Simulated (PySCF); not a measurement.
**Ge¹⁸⁺: ionisation energy**

Ge¹⁸⁺ [Ne] 3s2 3p2 (3P) → Ge¹⁹⁺ [Ne] 3s2 3p1 (2P), as a difference of total energies. Computed with PySCF 2.14 in an uncontracted even-tempered set (18 s from 1.5 bohr⁻², ratio 2.5; 12 p from 2 bohr⁻², ratio 2.5; 5 d from 9.5 bohr⁻², ratio 2.7; 4 f from 14 bohr⁻², ratio 2.7), with scalar relativity by spin-free X2C-1e. Correlated levels: outer shells: 1s2 frozen; virtual orbitals above 40 to 60 times the deepest correlated orbital energy dropped. The calculations carry no spin-orbit coupling.

```csv
method,ionisation energy (eV)
UHF,701.55
MP2 (outer shells),702.12
SCS-MP2 (outer shells),701.94
CCSD (outer shells),702.03
CCSD(T) (outer shells),702.03
```

Question: How much does correlation contribute at CCSD(T) (outer shells)?

Answer: 702.03 − (701.55) = 0.48 eV, measured against UHF.

Spin-orbit coupling is strong in these open shells (close to jj coupling). The scalar numbers leave it out and a first-order estimate fails, so it can dominate the gap to the real levels.

Breit and QED terms and the two-electron picture change are absent.

For comparison: 706.7 ± 1 eV (semi-empirical (NIST evaluation); NIST Atomic Spectra Database, ionization energies).
